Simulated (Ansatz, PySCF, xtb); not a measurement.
Pair of molecules: H2O (SMILES O) (first 3 atoms) with CH2O (SMILES C=O); geometry from B3LYP-D3(BJ)/def2-TZVP, rigid monomers moved along the line of their centres of mass till H2···O5 is 1.79 Å.
(charge 0, multiplicity 1):
| atom | x (Å) | y (Å) | z (Å) |
|---|---|---|---|
| O | 0.2747 | -0.1146 | 0.5396 |
| H | -0.4627 | -0.4410 | 1.0783 |
| H | -0.0426 | -0.1115 | -0.3678 |
| C | -0.2784 | -0.3080 | 3.4021 |
| O | -1.1573 | -0.7321 | 2.6967 |
| H | 0.6418 | 0.1295 | 2.9796 |
| H | -0.3609 | -0.3412 | 4.5032 |

Counterpoise-corrected where a basis set is named; no monomer relaxation. Rows marked so take none.

Cores are frozen in the correlated methods. CBS: X⁻³ extrapolation of the correlation energy, Hartree–Fock from the larger set. Rows in 6-31G* carry no dispersion term and start afresh at each structure (6-31G* with six Cartesian d functions). MP2/6-31G* freezes PySCF's default core.

Run with Ansatz (an electronic-structure program); PySCF for 6-31G* rows, the dispersion terms; xtb for the GFN methods. Values without a source in brackets are computed.

| level | interaction energy (kcal/mol) |
|---|---|
| GFN1-xTB | -3.51 |
| B3LYP/6-31G* (no counterpoise) | -5.52 |
| B3LYP/def2-TZVPPD | -3.43 |
| PBE0-D3(BJ)/def2-TZVPPD | -4.86 |
| M06-2X/6-31G* (no counterpoise) | -6.78 |
| MP2/6-31G* (no counterpoise) | -5.41 |
| MP2/aug-cc-pVDZ | -3.59 |
| MP2/aug-cc-pVTZ | -4.34 |
| CCSD(T)/CBS(aug-cc-pVDZ, aug-cc-pVTZ) | [?] |

Q: Fill in the missing entries.

A: 
- CCSD(T)/CBS(aug-cc-pVDZ, aug-cc-pVTZ), interaction energy (kcal/mol): -4.67
